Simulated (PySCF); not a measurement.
Compound: C6H5NO2.
Z-matrix (Å and degrees, GFN2-xTB geometry), rows numbered from 1:
```
O 
C   1  1.1932
O   2  1.3268  1  128.15
C   3  1.3862  2  122.05  1     0.40
C   4  1.3908  3  123.10  2    37.19
C   5  1.3852  4  117.29  3   178.20
C   6  1.3865  5  119.40  4    -0.50
C   7  1.3859  6  118.09  5    -0.00
N   4  1.3194  3  113.07  2  -145.04
H   2  1.1034  1  124.27  3  -179.22
H   5  1.0771  4  121.26  3    -2.11
H   6  1.0798  5  119.90  4   179.66
H   7  1.0782  6  121.17  5  -179.84
H   8  1.0814  7  121.67  6  -179.83
```

The calculation used TDDFT PBE0/def2-SVPD, vertical, gas phase, core orbitals frozen in the response (PySCF 2.14.0, density-fitted response routines).

Frontier orbitals with the atoms that hold most of them (Löwdin shares over 4%, at most four atoms; ? is withheld):

| orbital | ε (eV) | atoms |
| --- | --- | --- |
| LUMO+2 | 0.09 | C2 26%, O1 20%, O3 15%, C7 8% |
| LUMO+1 | -0.97 | C5 20%, C8 18%, C7 11%, C6 9% |
| LUMO | -1.18 | ? |
| HOMO | -7.73 | ? |
| HOMO-1 | -8.04 | N9 57%, C8 11%, C4 9%, C7 6% |
| HOMO-2 | -8.55 | O1 40%, C6 12%, N9 11%, C5 7% |
| HOMO-3 | -8.86 | O1 25%, C6 16%, N9 15%, C5 12% |

(1) Give the leading atoms of the LUMO.

(2) Which atoms hold the HOMO, and with what shares?

(3) How does S1 compare with the orbital gap of 6.55 eV?

(4) One configuration dominates each of S1, S2 and S5. Which, and how do the shares of the two leading atoms of either orbital change from the occupied to the empty one?

Results:

(1) C6 (bonded to 2 C and H) 20%; N9 (bonded to 2 C) 19%; C4 (bonded to C, N and O) 13%; C7 (bonded to 2 C and H) 12%. By element: carbon 45% or more, nitrogen 19%.

(2) C7 (bonded to 2 C and H) 20%; C5 (bonded to 2 C and H) 17%; C4 (bonded to C, N and O) 16%; C8 (bonded to C, N and H) 16%.

(3) S1 is at 5.20 eV (f = 0.0030), 1.35 eV below the gap, made of HOMO-1→LUMO (91%). Its leading pair isn't HOMO and LUMO; the energies of that pair differ by 6.87 eV. Without the coupling terms of the response equations the lowest excitation would equal the gap.

(4) 
- S1 (5.20 eV, f 0.0030), HOMO-1→LUMO (91%): N9 57% → 19%, C8 11% → at most 13%, C6 at most 6% → 20%
- S2 (5.43 eV, f 0.0069), HOMO-1→LUMO+1 (77%): N9 57% → at most 10%, C8 11% → 18%, C5 at most 6% → 20%
- S5 (5.94 eV, f 0.101), HOMO→LUMO+1 (72%): C7 20% → 11%, C5 17% → 20%, C8 16% → 18%

Löwdin shares depend on the basis, the more so with diffuse functions.

The run took 85 s on one thread of an x86-64 server, on a shared host.

One conformer stands for the species.
